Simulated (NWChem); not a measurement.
Species: CH₃F₂Sc; SMILES [CH3][Sc]([F])[F]

```xyz
7

Sc     0.0051    -0.1084     0.0016
F      1.6718    -0.8486    -0.0010
F     -1.5253    -1.1003    -0.0010
C     -0.1534     2.0635    -0.0004
H     -1.1949     2.4251     0.0630
H      0.2872     2.4974    -0.9186
H      0.4039     2.5130     0.8433
```
Atoms are numbered in this order, from 1.

Geometry: optimised at PBE0/def2-SVP.

**Question.** List the 4 lowest vertical singlet excitations from CAM-B3LYP/def2-SVPD, TDA (NWChem).

**Answer.** 
```json
[
 {"state": "S1", "energy (eV)": "3.45", "oscillator strength": "0.000", "leading excitation (squared amplitude)": "HOMO → LUMO (0.96)"},
 {"state": "S2", "energy (eV)": "4.12", "oscillator strength": "0.011", "leading excitation (squared amplitude)": "HOMO → LUMO+1 (0.99)"},
 {"state": "S3", "energy (eV)": "4.69", "oscillator strength": "0.000", "leading excitation (squared amplitude)": "HOMO → LUMO+2 (0.99)"},
 {"state": "S4", "energy (eV)": "5.76", "oscillator strength": "0.015", "leading excitation (squared amplitude)": "HOMO → LUMO+6 (0.55)"}
]
```
